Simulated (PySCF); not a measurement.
Electron correlation in Ne⁺ (neon, charge +1)

[He] 2s2 2p5, 2P determinant. Calculation: PySCF 2.14, in x2c-TZVPPall (5s3p2d1f, 31 functions); the spin-free X2C one-electron Hamiltonian (Gaussian nucleus). Frozen: nothing; 9 electrons correlated.

```csv
level,correlation energy (mhartree)
CCSD,-225.07
(T),-2.30
CCSD(T),-227.37
CCSDT,-227.50
```

Diagnostics: T1 = 0.0036, D1 = 0.0063, largest double amplitude 0.029.

Cost of the coupled-cluster step: about 0.6 core-seconds, for 9 correlated electrons.

This basis was not built for core-valence correlation, so the inner-shell part is incomplete.
